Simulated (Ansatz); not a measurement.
InCl2(OH) (InCl2OH), relaxed as a singlet with RKS PBE0-D4/def2-SVP in Ansatz, starting from the GFN2-xTB geometry. Force threshold 0.02 eV/Å.

In the def2 sets In takes a core potential; there is no spin–orbit coupling.

Start:

```tsv
atom	x (Å)	y (Å)	z (Å)
In1	-0.448	0.107	-0.149
Cl2	-2.040	-0.573	-1.626
Cl3	-0.597	1.861	1.327
O4	1.238	-0.874	-0.100
H5	1.847	-0.521	0.549
```

(1) Estimate the energy that the relaxation releases and the steps that it takes.

(2) Does the start keep its bonding and symmetry?

(3) Predict the relaxed structure.

Answers

(1) 5.2 kJ/mol, in 4 steps; 4.8 s on 4 threads of Arm Neoverse V2 on a shared host. No frequencies were taken in this run, so the end may be a saddle point.

(2) By distances, no bond broke or formed. The bond that changes most is In1–Cl2, from 2.28 to 2.32 Å (atoms count from 1). Point group Cs at the start, Cs at the end, both within 0.05 Å.

(3) 
| atom | x (Å) | y (Å) | z (Å) |
| --- | --- | --- | --- |
| In1 | -0.398 | 0.096 | -0.133 |
| Cl2 | -2.089 | -0.513 | -1.599 |
| Cl3 | -0.724 | 1.908 | 1.299 |
| O4 | 1.297 | -0.923 | -0.110 |
| H5 | 1.914 | -0.568 | 0.543 |
Bond lengths: 2 × Cl–In 2.32 to 2.33 Å; 1 × In–O 1.98 Å; 1 × H–O 0.97 Å.
